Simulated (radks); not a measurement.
Q: Neutral copper, [Ar] 3d10 4s1. All-electron calculation, non-relativistic Kohn-Sham, LDA (Slater exchange, Perdew-Wang correlation), spin-polarised, spherical densities, point nucleus. Program: a radial shooting solver on a logarithmic mesh with Libxc functionals. Every spin shell is full or empty, so the densities are truly spherical. Functionals are evaluated on that one density, not self-consistently. Rank these exchange functionals by their error against the exact value of the orbitals, and give that value: LDA, PBEsol, revPBE, PW86, AM05, B86b, G96, APBE, TPSS, revTPSS, SCAN, Tao-Mo.

A: Exact: -65.4876 hartree. From best to worst, with 100 (|E| - |E exact|)/|E exact| (equal figures are ties): Tao-Mo -0.10, revTPSS -0.27, revPBE +0.30, TPSS +0.48, B86b +0.60, SCAN +0.60, PW86 +0.69, G96 +0.78, APBE +1.00, PBEsol -2.25, AM05 -5.05, LDA -5.60.
